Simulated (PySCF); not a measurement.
```xyz
4
charge 0 multiplicity 1, angstrom
As    0.0000    0.0000    0.0000
H     1.4685    0.0000    0.0000
H    -0.7343    1.2718    0.0000
H    -0.7343   -1.2718    0.0000
```

These are results of PBE0 in PySCF with As def2-TZVP, H def2-TZVP; no relativity; density-fitted integrals, not measurements.

This geometry of AsH₃ is a stationary point at this level.

What is the point group?

D3h.

Is it a minimum?

No: it has 1 imaginary mode, at 1097i cm⁻¹ (a2'').

Which band is strongest in the infrared?

904 cm⁻¹ (e'), 45 km/mol.

What are the dipole moment and the gap between the highest occupied and lowest empty levels?

0.00 D and 5.20 eV.

This need not be the most stable arrangement of these atoms. At this level a singlet minimum of C3v symmetry lies 164 kJ/mol below this structure.
